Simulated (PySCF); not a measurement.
Computed IR spectrum (relative IR intensity) of a molecule C4H5BO2. Geometry optimised at PBE-D3(BJ)/def2-SVP. The values are those of a single conformer. Computed with PBE-D3(BJ)/def2-SVP (PySCF 2.14.0). No scaling factor is applied to the harmonic values.

```json
[
 {"ν (cm⁻¹)": "34", "relative intensity": "2.5"},
 {"ν (cm⁻¹)": "109", "relative intensity": "2.5"},
 {"ν (cm⁻¹)": "127", "relative intensity": "8.8"},
 {"ν (cm⁻¹)": "241", "relative intensity": "5.2"},
 {"ν (cm⁻¹)": "352", "relative intensity": "2.8"},
 {"ν (cm⁻¹)": "491", "relative intensity": "21"},
 {"ν (cm⁻¹)": "543", "relative intensity": "8.8"},
 {"ν (cm⁻¹)": "600", "relative intensity": "15"},
 {"ν (cm⁻¹)": "634", "relative intensity": "7.9"},
 {"ν (cm⁻¹)": "663", "relative intensity": "100"},
 {"ν (cm⁻¹)": "720", "relative intensity": "21"},
 {"ν (cm⁻¹)": "876", "relative intensity": "53"},
 {"ν (cm⁻¹)": "929", "relative intensity": "18"},
 {"ν (cm⁻¹)": "954", "relative intensity": "19"},
 {"ν (cm⁻¹)": "1097", "relative intensity": "100"},
 {"ν (cm⁻¹)": "1244", "relative intensity": "66"},
 {"ν (cm⁻¹)": "1303", "relative intensity": "60"},
 {"ν (cm⁻¹)": "1366", "relative intensity": "29"},
 {"ν (cm⁻¹)": "1374", "relative intensity": "59"},
 {"ν (cm⁻¹)": "1383", "relative intensity": "27"},
 {"ν (cm⁻¹)": "1710", "relative intensity": "78"},
 {"ν (cm⁻¹)": "2101", "relative intensity": "31"},
 {"ν (cm⁻¹)": "3088", "relative intensity": "4.6"},
 {"ν (cm⁻¹)": "3392", "relative intensity": "40"},
 {"ν (cm⁻¹)": "3699", "relative intensity": "41"}
]
```

Problem. Which molecule gave these data?
(A) C#CB(O)C(C)=O
(B) C=CB1COC1=O
(C) C#CB1OC(C)O1
(D) CC1=COB1C=O

Solution. A, C#CB(O)C(C)=O
